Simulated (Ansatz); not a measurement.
C2H5ClF2Si can be A, `F[C@@H]([SiH3])[C@@H](F)Cl`, or B, `CC[Si](F)(F)Cl`.

Gas-phase electronic energies from Ansatz, PBE0-D4/def2-TZVP geometries. CCSD(T)/CBS adds triple-zeta CCSD(T) − MP2 to the extrapolated MP2 energy (def2 sets, frozen cores). Functionals use def2-TZVPP. B3LYP here is the variant with VWN-RPA as its local correlation; programs differ in this. One conformer a species, not always the lowest.

(1) Which isomer does CCSD(T)/CBS put lower? Give the gap. (Estimate.)

(2) Give E(B) − E(A) in kcal/mol with B3LYP, CCSD(T)/def2-TZVPP, B2PLYP, PBE0-D4, MP2/def2-TZVPP, HF/def2-TZVPP, ωB97M-V. (Best estimate.)

Largest T1 diagnostic: 0.012.

Results:

(1) Computed: B, by 154.9 kcal/mol.

(2) The calculation gave: B3LYP -149.4, CCSD(T)/def2-TZVPP -152.5, B2PLYP -153.0, PBE0-D4 -148.9, MP2/def2-TZVPP -158.7, HF/def2-TZVPP -155.6, ωB97M-V -151.4. None reverses the order clearly.

From PBE to PBE0 (25 % exact exchange), in def2-TZVPP and without D4, E(B) − E(A) moves by −5.0 kcal/mol.
